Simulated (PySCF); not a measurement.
C$_{2}$H$_{8}$GeO$_{2}$ (SMILES C[O][GeH2][O]C), singlet, geometry from GFN2-xTB; PySCF with DF-PBE/def2-TZVPD.

The PySCF input:
```python
from pyscf import gto, scf, dft

mol = gto.Mole()
mol.atom = '''
    Ge   -0.070700   -0.542832    0.368945
    O     1.580661   -0.257508   -0.056337
    C     2.231368    0.990116   -0.215794
    O    -0.988557    0.544838   -0.665179
    C    -2.376670    0.797550   -0.640398
    H    -0.403131   -0.213576    1.814307
    H    -0.221598   -1.991559    0.018285
    H     3.163275    0.796931   -0.749024
    H     1.622180    1.685386   -0.795499
    H     2.460206    1.438776    0.753532
    H    -2.738517    0.976559    0.374576
    H    -2.549906    1.690311   -1.243545
    H    -2.935133   -0.036851   -1.069581
'''
mol.basis = 'def2-tzvpd'
mol.charge = 0
mol.spin = 0
mol.verbose = 4
mol.max_memory = 1800
mol.build()

mf = dft.RKS(mol)
mf.xc = 'pbe'
mf = mf.density_fit(auxbasis='def2-universal-jkfit')
mf.kernel()
```

### Question
Write the output that PySCF gives for this input, abridged.

### Answer

```
PySCF version 2.14.0

[INPUT] verbose = 4
[INPUT] num. atoms = 13
[INPUT] num. electrons = 68
[INPUT] charge = 0
[INPUT] spin (= nelec alpha-beta = 2S) = 0
[INPUT] symmetry False subgroup None
[INPUT] Mole.unit = angstrom
[INPUT] Symbol           X                Y                Z      unit          X                Y                Z       unit  Magmom
[...]
nuclear repulsion = 400.763205454361
number of shells = 112
number of NR pGTOs = 408
number of NR cGTOs = 280
basis = def2-tzvpd
ecp = {}

******** <class 'pyscf.df.df_jk.DFRKS'> ********
method = DFRKS
initial guess = minao
damping factor = 0
level_shift factor = 0
DIIS = <class 'pyscf.scf.diis.CDIIS'>
diis_start_cycle = 1
diis_space = 8
diis_damp = 0
SCF conv_tol = 1e-09
SCF conv_tol_grad = None
SCF max_cycles = 50
direct_scf = False
XC library pyscf.dft.libxc version 7.1.2
    S. Lehtola, C. Steigemann, M. J. T. Oliveira, and M. A. L. Marques,  SoftwareX 7, 1–5 (2018)
XC functionals = pbe
    J. P. Perdew, K. Burke, and M. Ernzerhof,  Phys. Rev. Lett. 77, 3865 (1996)
    J. P. Perdew, K. Burke, and M. Ernzerhof,  Phys. Rev. Lett. 78, 1396 (1997)
    J. P. Perdew, K. Burke, and M. Ernzerhof,  Phys. Rev. Lett. 77, 3865 (1996)
    J. P. Perdew, K. Burke, and M. Ernzerhof,  Phys. Rev. Lett. 78, 1396 (1997)
radial grids:
    Treutler-Ahlrichs [JCP 102, 346 (1995); DOI:10.1063/1.469408] (M4) radial grids

becke partition: Becke, JCP 88, 2547 (1988); DOI:10.1063/1.454033
pruning grids: <function nwchem_prune>
grids dens level: 3
symmetrized grids: False
atomic radii adjust function: <function treutler_atomic_radii_adjust>
small_rho_cutoff = 0
Set gradient conv threshold to 3.16228e-05
Initial guess from minao.
tot grids = 155504
init E= -2307.65077346119
[...]
cycle= 1 E= -2307.70395165609  delta_E= -0.0532  |g|= 1.41  |ddm|= 3.06
[...]
cycle= 2 E= -2305.79372898642  delta_E= 1.91  |g|= 3.39  |ddm|=  4.2
[...]
cycle= 3 E= -2307.94389084755  delta_E= -2.15  |g|= 0.495  |ddm|= 3.76
[...]
cycle= 4 E= -2307.98196668904  delta_E= -0.0381  |g|= 0.184  |ddm|= 0.485
[...]
cycle= 5 E= -2307.98550208487  delta_E= -0.00354  |g|= 0.0475  |ddm|= 0.145
[...]
cycle= 6 E= -2307.9859888545  delta_E= -0.000487  |g|= 0.0191  |ddm|= 0.0517
[...]
cycle= 7 E= -2307.98604724174  delta_E= -5.84e-05  |g|= 0.00769  |ddm|= 0.015
[...]
cycle= 8 E= -2307.98605748855  delta_E= -1.02e-05  |g|= 0.00212  |ddm|= 0.00553
[...]
cycle= 9 E= -2307.98605845467  delta_E= -9.66e-07  |g|= 0.000321  |ddm|= 0.00173
[...]
cycle= 10 E= -2307.98605847638  delta_E= -2.17e-08  |g|= 0.000123  |ddm|= 0.000546
[...]
cycle= 11 E= -2307.98605848002  delta_E= -3.63e-09  |g|= 1.89e-05  |ddm|= 0.000179
[...]
cycle= 12 E= -2307.98605848009  delta_E= -7.59e-11  |g|= 5.75e-06  |ddm|= 2.26e-05
[...]
Extra cycle  E= -2307.98605848008  delta_E= 1.36e-11  |g|= 1.07e-05  |ddm|= 1.17e-05
converged SCF energy = -2307.98605848008
```
